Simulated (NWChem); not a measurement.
C2H3BF2O; SMILES FCB(F)C=O

```xyz
9

O     -1.0386     1.7184    -0.4484
C     -0.5172     1.1516     0.4870
B      0.6043     0.0793     0.1172
F      1.8514     0.4915    -0.0497
C      0.2702    -1.4283    -0.1634
F     -1.0245    -1.7466     0.1699
H     -0.8350     1.3821     1.5404
H      0.9696    -2.0814     0.3940
H      0.4439    -1.6464    -1.2360
```
Atoms are numbered in this order, from 1.

All runs: NWChem. Pople sets run with spherical d functions. Structure relaxed at the PBE0/def2-SVP level. Atomic charges in e: unrestrained fits to the electrostatic potential beside Mulliken populations; buried atoms are poorly determined by the fit.

For level Hartree-Fock/6-31G*:

```
Quantity     Value
-----------  -----
Mulliken O1  -0.49
ESP B3        0.53
Mulliken B3   0.75
Mulliken F4  -0.37
Mulliken C5  -0.09
```

Question: What are these values for level B3LYP/def2-SVP?

Answer: 
| Item | Value |
|---|---|
| Mulliken O1 | -0.22 |
| ESP B3 | 0.33 |
| Mulliken B3 | 0.02 |
| Mulliken F4 | -0.07 |
| Mulliken C5 | 0.24 |
